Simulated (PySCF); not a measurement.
# Removing an electron from NbSeBr3

NbSeBr3 (singlet state).
Z-matrix (Å and degrees, PBE0-D3(BJ)/def2-SVP geometry), rows numbered from 1:
```
Nb
Se  1  2.2524
Br  1  2.4088  2  108.22
Br  1  2.4175  2  108.52  3  -119.84
Br  1  2.4142  2  108.88  3   118.34
```

Level: PBE0/def2-SVPD (PySCF). Frontier orbitals with their largest atomic shares (Löwdin; up to four atoms above 4 %):

```
orbital  ε (eV)                              main atoms
 HOMO−3   -9.05    Se2 57 %, Nb1 19 %, Br4 8 %, Br5 8 %
 HOMO−2   -9.01            Br3 33 %, Br5 33 %, Br4 33 %
 HOMO−1   -7.94                                       ?
   HOMO   -7.93                                       ?
   LUMO   -3.57    Nb1 64 %, Br3 13 %, Se2 9 %, Br5 8 %
 LUMO+1   -3.56  Nb1 64 %, Br4 11 %, Br5 10 %, Se2 10 %
 LUMO+2   -2.60   Nb1 54 %, Se2 24 %, Br4 11 %, Br5 6 %
```

Q: What vertical ionisation energy does ΔSCF give, and how far is −ε(HOMO) from it?

A: ΔSCF: 9.57 eV (924 kJ/mol; threshold wavelength 129 nm); ⟨S²⟩ of the doublet left behind is 0.764, against 0.75 for a pure doublet. −ε(HOMO) is 7.93 eV, 1.64 eV below it. For the exact functional −ε(HOMO) would equal the first vertical ionisation energy; PBE0 (global hybrid, 25 % exact exchange) falls short of its own ΔSCF value by 17 %.

Q: On which atoms does the HOMO lie?

A: HOMO: Se2 55 %, Br4 20 %, Nb1 14 %, Br5 6 %; HOMO−1: Se2 55 %, Br3 16 %, Br5 15 %, Nb1 14 %. These 2 orbitals lie within 0.02 eV of one another. The HOMO−2 lies 1.08 eV lower.

Q: And the vertical electron affinity, the fundamental gap, Mulliken's electronegativity and the hardness (with the factor ½)?

A: EA = 2.25 eV by ΔSCF (−ε(LUMO) = 3.57 eV). IE − EA = 7.32 eV against an orbital gap of 4.36 eV; (IE + EA)/2 = 5.91 eV; (IE − EA)/2 = 3.66 eV. Parr's electrophilicity index (IE + EA)²/[8(IE − EA)] is 2.39 eV.

Q: What kinetic energy would electrons from this vertical process carry with He I light (21.218 eV)?

A: 21.22 − 9.57 = 11.65 eV.

Q: With α = 138.9 au, estimate the like-pair dispersion coefficient by London's formula C6 = (3/4)α²I.

A: I = 0.3519 Eh, so C6 ≈ 5090 au, a rough estimate.

Q: What total energies stand behind the ΔSCF value?

A: E(N) = -10178.83949 Eh and E(N − 1) = -10178.48762 Eh at the same geometry, 0.35187 Eh apart. With one more electron, E(N + 1) = -10178.92203 Eh.

Q: Shift the occupied levels rigidly so that −ε(HOMO) equals the ΔSCF value. What binding energies result?

A: The shift is +1.64 eV: HOMO 9.57, HOMO−1 9.58, HOMO−2 10.65, HOMO−3 10.69 eV. A rigid shift is only a rough guide to the deeper ionisations.

Geometry: PBE0-D3(BJ)/def2-SVP; no solvent, vibrations or thermal averaging. Atoms past krypton carry effective core potentials; spin–orbit coupling is left out. The calculation is non-relativistic apart from the core potentials, for selenium and bromine too.
